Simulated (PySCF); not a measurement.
**Zr³³⁺: ionisation energy**

Zr³³⁺ [He] 2s2 2p3 (4S) → Zr³⁴⁺ [He] 2s2 2p2 (3P), as a difference of total energies. Computed with PySCF 2.14 in an even-tempered Gaussian basis (19 s from 12 bohr⁻², ratio 2.2; 12 p from 15 bohr⁻², ratio 2.2; 6 d from 61 bohr⁻², ratio 2.4; 5 f from 92 bohr⁻², ratio 2.4; 4 g from 140 bohr⁻², ratio 2.4), with scalar relativity by spin-free X2C-1e. Correlated levels: nothing frozen; virtual orbitals above 40 to 60 times the deepest correlated orbital energy dropped. The calculations carry no spin-orbit coupling.

```tsv
method	ionisation energy (eV)
UHF	4349.1
LDA	4345.9
PBE	4346.4
PBE0	4347.4
r2SCAN	4349.8
B3LYP	4347.9
BP86	4347.0
MP2 (all electrons)	4349.0
SCS-MP2 (all electrons)	4348.5
```

Spin-orbit coupling is strong in these open shells (close to jj coupling). The scalar numbers leave it out and a first-order estimate fails, so it can dominate the gap to the real levels.

For this ion Breit and QED terms and the two-electron picture change, all absent here, outweigh the differences among the correlated methods.

For comparison: 4300 ± 30 eV (semi-empirical (NIST evaluation); NIST Atomic Spectra Database, ionization energies).
